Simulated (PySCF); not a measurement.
From one molecule to another.

First species: C5H2FNS.
SMILES: `C#Cc1ncc(F)s1`

Second species: cycloheptatriene, C7H8.
SMILES: `C1=CC=CCC=C1`

Levels: B3LYP/def2-SVPD for dipole moment, HOMO energy, LUMO energy, HOMO–LUMO gap, static isotropic polarisability and electronic spatial extent ⟨r²⟩ about the centre of nuclear charge; TDDFT B3LYP/def2-SVPD for lowest singlet excitation; TDA B3LYP/def2-SVPD for lowest triplet excitation (Tamm–Dancoff); GFN2-xTB for rotational constant A and rotational constant C. Geometries: GFN2-xTB. Each species is one conformer at its optimised geometry, gas phase, non-relativistic unless stated; the electronic structure was computed with PySCF and density fitting.

**Question.** Which has the higher HOMO–LUMO gap?

**Answer.** The second: 5.31 eV against 4.89 eV, a difference of 0.42 eV.

**Question.** Which has the higher S1 energy?

**Answer.** The second: 4.83 eV against 4.57 eV, a difference of 0.26 eV.

**Question.** Which has the higher ⟨r²⟩?

**Answer.** The first: 1082 bohr² against 637 bohr², a difference of 445 bohr².

**Question.** Which has the higher HOMO energy?

**Answer.** The second: -6.34 eV against -6.90 eV, a difference of 0.56 eV.

**Question.** Which of the two has the higher rotational constant A, and by how much?

**Answer.** The first: 5.192 GHz against 3.814 GHz, a difference of 1.378 GHz.

**Question.** Which of the two has the higher dipole moment, and by how much?

**Answer.** The first: 1.03 D against 0.35 D, a difference of 0.68 D.

**Question.** Which has the higher LUMO energy?

**Answer.** The second: -1.03 eV against -2.01 eV, a difference of 0.98 eV.

**Question.** Which has the higher T1 energy?

**Answer.** The second: 3.29 eV against 3.05 eV, a difference of 0.24 eV.

On the first: The principal polarisabilities are 48.7, 78.3 and 129.8 au; their mean is the isotropic value. The polarisability is 12.68 Å³ as a volume (1 au = 0.148185 Å³), or 1.34 au for each of the 64 electrons.

On the second: S1 lies 0.48 eV below the HOMO–LUMO gap; its leading configuration is HOMO→LUMO, weight 0.95. No computed singlet falls in the visible range (750 to 380 nm, 1.65 to 3.26 eV); S1 lies 1.57 eV above its blue end.
